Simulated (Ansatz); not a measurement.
Gas-phase electronic energies from Ansatz, PBE0-D4/def2-TZVP geometries. CBS: MP2 limit from def2 TZ/QZ plus the TZ coupled-cluster correction, frozen cores. DFT in def2-TZVPP. B3LYP here is the variant with VWN-RPA as its local correlation; programs differ in this. For Br outer-core shells are correlated without core-valence functions, which leaves a few kJ/mol of doubt a bond. Scalar relativity is left out up to krypton. Each species was taken in one conformer, which may not be the lowest.

Reaction (ligand exchange at a B–O bond): `BOB(N)Cl` + `C[SiH](O)Br` → `BO[SiH](C)Br` + `NB(O)Cl`

`BOB(N)Cl`:

Z-matrix (Å, degrees):
```
B
O 1 1.354
H 1 1.197 2 120.8
H 1 1.197 2 116.7 3 179.9
B 2 1.377 1 131.0 3 0.5
Cl 5 1.775 2 122.0 1 1.8
N 5 1.389 2 118.7 1 -178.3
H 7 1.005 5 121.5 2 0.1
H 7 1.003 5 123.0 2 -179.9
```

`C[SiH](O)Br`:

```xyz
9

C    -0.634    0.980    0.283
Si   -0.002   -0.706   -0.154
O     1.409   -1.083    0.586
Br    0.272   -0.770   -2.371
H    -1.593    1.165   -0.208
H    -0.775    1.057    1.364
H     0.065    1.757   -0.034
H    -0.943   -1.784    0.212
H     2.202   -0.615    0.322
```

`BO[SiH](C)Br`:

Z-matrix (Å, degrees):
```
Si
O 1 1.644
Br 1 2.223 2 110.5
C 1 1.846 2 109.0 3 -120.6
H 1 1.478 2 107.2 3 116.3
B 2 1.348 1 139.7 3 -2.6
H 4 1.092 1 110.4 2 -177.7
H 4 1.093 1 110.0 2 -57.8
H 4 1.092 1 110.7 2 62.2
H 6 1.199 2 117.4 1 -179.6
H 6 1.200 2 120.3 1 0.5
```

`NB(O)Cl`:

Z-matrix (Å, degrees):
```
N
B 1 1.393
H 1 1.002 2 122.9
H 1 1.005 2 121.7 3 -180.0
O 2 1.360 1 120.7 3 -180.0
Cl 2 1.788 1 119.3 3 -0.0
H 5 0.959 2 113.0 1 -180.0
```

```tsv
level	ΔE (kcal/mol)
PBE0-D4	-4.1
B3LYP-D4	-4.2
B2PLYP	-3.9
PBE0	-3.9
HF/def2-TZVPP	-3.9
HF/def2-QZVPP	-4.0
HF/CBS(def2)	-4.0
CCSD/CBS(def2)	-4.0
```

(1) What does CCSD(T)/CBS give? (Best estimate.)

Largest T1 diagnostic among the species: 0.012.

Answers

(1) Computed: -3.9 kcal/mol. The listed levels differ from it by -0.2, -0.3, 0.0, 0.0, 0.0, -0.1, -0.1, -0.1 kcal/mol.
